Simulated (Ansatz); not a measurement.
Molecule: C₅H₃O₂, charge 0, multiplicity 2. It need not be the lowest isomer of its formula. 
Geometry from a B3LYP-D3(BJ)/def2-TZVP (Ansatz, an electronic-structure program) optimisation:
```xyz
10

C     -1.9384     0.2540     0.2633
C     -1.6611    -1.0704     0.3009
O     -0.3229    -1.2299     0.1182
C      0.2194     0.0235    -0.0329
C     -0.7570     0.9840     0.0511
C      1.6554     0.0902    -0.2428
O      2.2712     1.1210    -0.3914
H     -2.2438    -1.9629     0.4367
H     -0.6061     2.0460    -0.0326
H      2.1533    -0.8991    -0.2565
```
Charge 0, spin multiplicity 2.

Total electronic energies in hartree. Correlated levels leave the core frozen unless marked. UHF or UKS for open shells. No spin-orbit coupling. No relativistic terms. CBS marks a two-point X^-3 extrapolation of the correlation energy; Hartree-Fock from the larger set. [CCSD(T)-MP2]/basis is that difference in the basis named.

The UHF reference is spin-contaminated (<S^2> 0.60 over the pure value in the largest basis). The T1 diagnostic of CCSD in the largest basis is 0.047, which is high, so the coupled-cluster rows are less sure than usual.

```
level                                                     program  energy (Eh)
-------------------------------------------------  --------------  -----------
HF/6-31G*                                                  Ansatz   -340.70309
BLYP-D4/def2-TZVPD                                 Ansatz + dftd4            …
revPBE-D3(BJ)/def2-TZVPD                           Ansatz + dftd3   -342.72203
r2SCAN-D4/def2-TZVPD                               Ansatz + dftd4            …
B97M-V/def2-TZVPD                                          Ansatz            …
B3LYP-D3(BJ)/def2-TZVPD                            Ansatz + dftd3   -342.80350
CCSD/cc-pVDZ                                               Ansatz   -341.72371
RI-MP2/CBS(cc-pVTZ,cc-pVQZ)+[CCSD(T)-MP2]/cc-pVDZ          Ansatz    -342.2513
RI-MP2/CBS(cc-pVTZ,cc-pVQZ)+[CCSD(T)-MP2]/cc-pVTZ          Ansatz    -342.2572
```

**Question.** Fill in the missing entries.

**Answer.** 
- BLYP-D4/def2-TZVPD, energy (Eh): -342.72601
- r2SCAN-D4/def2-TZVPD, energy (Eh): -342.61422
- B97M-V/def2-TZVPD, energy (Eh): -342.75322
